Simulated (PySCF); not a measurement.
Species: C6H12O.
Z-matrix (Å and degrees, PBE0-D3(BJ)/def2-TZVP geometry), rows numbered from 1:
```
O 
C   1  1.4125
C   2  1.5141  1  113.60
C   3  1.5286  2  114.38  1   -59.02
C   4  1.5219  3  103.50  2  -156.88
C   5  1.5271  4  103.04  3    42.19
C   6  1.5401  5  104.98  4   -34.84
H   1  0.9606  2  108.11  3   -60.67
H   2  1.0947  1  105.71  3  -119.83
H   2  1.0997  1  110.89  3   124.38
H   3  1.0989  2  107.99  1    61.51
H   4  1.0967  3  109.37  2   -39.79
H   4  1.0910  3  112.98  2    79.41
H   5  1.0921  4  113.53  3   164.91
H   5  1.0957  4  109.65  3   -75.07
H   6  1.0917  5  113.01  4  -158.03
H   6  1.0937  5  109.33  4    83.08
H   7  1.0917  3  110.87  2  -102.09
H   7  1.0941  3  110.72  2    15.81
```

Computed with PySCF at wB97X-D/pcSseg-2, non-relativistic, on one gas-phase PBE0-D3(BJ)/def2-TZVP geometry that isn't relaxed in the solvent. The solvent is an IEF-PCM continuum (Bondi radii, 1.10 Å for H, scaled by 1.2). Only the electrostatic response of the medium enters.

Gas phase at wB97X-D/pcSseg-2: HOMO -9.64 eV, LUMO 2.15 eV, dipole 1.73 D.

Q: What does the continuum do to the energy, the frontier levels and the dipole at wB97X-D/pcSseg-2 in chloroform?

A: 
```json
{"solvent": "chloroform", "ε": "4.711", "E(solvent) − E(gas) (kcal/mol)": "-3.41", "polarisation term (kcal/mol)": "-3.76", "distortion of the solute (kcal/mol)": "0.35", "HOMO (eV)": "-9.64", "LUMO (eV)": "2.37", "dipole (D)": "2.08"}
```

Polarisation term: ½ Σ q·V over the induced surface charges. Distortion: the rise of the solute's own energy as its density leaves the gas-phase optimum.

Q: Which radius a makes the point-dipole formula ΔE = −[(ε − 1)/(2ε + 1)]·μ²/a³ give the value in chloroform, with the gas-phase dipole?

A: μ = 0.681 au and |ΔE| = 0.00544 Eh give a = 1.65 Å; the farthest nucleus lies 3.20 Å from the centroid of the nuclei, so such a sphere wouldn't even hold the nuclei. The formula assumes a rigid point dipole at the centre of a sphere.

Note: wB97X-D ran without an empirical dispersion term, which enters the total energy and its gradient alone.
